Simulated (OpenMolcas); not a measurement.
## Cr3+ in a point-charge field

Cr3+ among 3 point charges of -2 e arranged as a planar triangle (D3h), 1.97 Å from the ion.
```
   1.9700    0.0000    0.0000  -2.00
  -0.9850    1.7061    0.0000  -2.00
  -0.9850   -1.7061    0.0000  -2.00
```

- Program: OpenMolcas
- Method: SS-CASPT2, IPEA 0.25 Eh, imaginary shift 0.1 Eh (closed shells correlated: 3s 3p)
- Basis: ANO-RCC-VTZP [6s5p3d2f1g]
- Scalar Hamiltonian: DKH2, point nucleus
- Active space: 3 electrons in 5 orbitals (3d)
- State averaging: 2S+1 = 4 even, 10 roots; 2S+1 = 2 even, 40 roots
- Spin-orbit coupling: state interaction with AMFI integrals over the reference wave functions

The lowest spin-free states (labels of D3, the rotations of D3h), above the lowest:

```
State  Degeneracy  E (cm-1)  Free-ion L (%)
  4A1           1         0         F (100)
  4A2           1         2         F (100)
  4A2           1       670          F (76)
   4E           2      2820          F (94)
   4E           2      3160         F (100)
  4A2           1     14380          P (76)
   2E           2     14390          G (85)
  2A1           1     14660          G (97)
   2E           2     15940          G (87)
  2A2           1     16360          H (91)
  2A1           1     16690          G (86)
  2A2           1     16710          G (86)
   2E           2     17260          H (86)
   2E           2     17920          H (66)
   2E           2     18160          P (75)
   2E           2     19030          G (86)
   2E           2     20960          D (66)
   4E           2     22400          P (94)
  2A1           1     23340          H (84)
  2A2           1     23350          H (84)
```

The lowest levels with spin-orbit coupling:

```tsv
E (cm-1)	Degeneracy	Label	2S+1	g
0	2	E3/2	4	0.00 0.00 0.01
290	2	E1/2	4	0.03 0.03 4.00
580	2	E1/2	4	0.03 0.03 8.00
880	2	E3/2	4	0.00 0.00 12.00
1040	2	E1/2	4	1.99 3.15 3.15
1080	2	E3/2	4	0.00 0.00 5.98
3030	2	E1/2	4	0.17 0.17 0.65
3140	2	E3/2	4	0.00 0.00 3.31
3150	2	E1/2	4	0.08 0.08 3.76
3280	2	E1/2	4	0.00 0.00 7.52
3530	2	E1/2	4	0.72 0.72 1.11
3730	2	E3/2	4	0.00 0.00 2.69
3850	2	E1/2	4	0.00 0.00 6.46
3910	2	E1/2	4	0.00 0.00 9.99
14670	2	E1/2	2	0.12 1.50 1.50
14790	2	E3/2	4	0.00 0.00 5.98
14790	2	E1/2	4	1.98 4.00 4.00
14900	2	E3/2	2	0.00 0.00 3.95
15090	2	E1/2	2	1.89 3.44 3.44
16160	2	E3/2	2	0.00 0.00 2.06
```

Powder χT (cm3 K/mol): 0.00692 at 2 K, 0.0346 at 10 K, 0.173 at 50 K, 0.35 at 100 K, 0.718 at 200 K, 1.07 at 300 K. The effective moment at 300 K is 2.828 √(χT) = 2.93 μB.

The lowest level has 2S+1 = 4, for which the spin-only value is χT = S(S+1) / 2 = 1.875 cm3 K/mol (g = 2). The computed 1.070 at 300 K differs by -0.805, through orbital momentum, spin-orbit coupling and any other state in reach.

Roots that are degenerate in the reference are averaged as groups; the widest CASPT2 spread within a group is 170 cm-1 (the 2-fold group of multiplicity 4 near 3160 cm-1 above the lowest state of its run). Shifts and gaps below about the spread of the groups concerned are not significant. Spin-orbit coupling mixes the spin-free states strongly: the lowest level takes only 50 % from its leading state, 4A1. The ground term spreads over less than 5000 cm-1, several times less than with real ligands, so orbital moments are less quenched and χT lies further from the spin-only value than at real sites. Free-ion shares, where given, are those of the reference states; single-state CASPT2 does not remix them. This is an electrostatic model: the charges have no orbitals. No measured value stands beside these numbers.

The CASPT2 steps took 14 s on 1 thread of Arm Neoverse V1 (shared host); the integral step is not counted.
